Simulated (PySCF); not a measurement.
Level of theory: PBE-D3(BJ)/def2-TZVP // r2SCAN-D4/def2-SVP run with PySCF 2.14.0. Isolated molecules, 0 K electronic values unless said otherwise. One relaxed conformer stands for a flexible species; it need not be the lowest. 

Reference species: [Cd(H)2] (neutral, multiplicity 1).

```
Quantity                                                        Result
------------------------------------------------------------  --------
mean distance from the central atom to its bonded neighbours   1.672 Å
HOMO                                                          -6.69 eV
LUMO                                                          -1.38 eV
HOMO–LUMO gap                                                  5.30 eV
```

Changed species: [Cd(NH2)(H)] (1 of 2 NH2 replaced by H; the reference has 2 of 2 NH2 replaced by H).

Problem. What does the change do to the mean distance from the central atom to its bonded neighbours, HOMO, LUMO and HOMO–LUMO gap?

Solution. the mean distance from the central atom to its bonded neighbours rises by 0.155 Å, to 1.827 Å; the HOMO rises by 1.38 eV, to -5.31 eV; the LUMO goes up by 0.29 eV, to -1.09 eV; the HOMO–LUMO gap drops by 1.09 eV, to 4.21 eV.
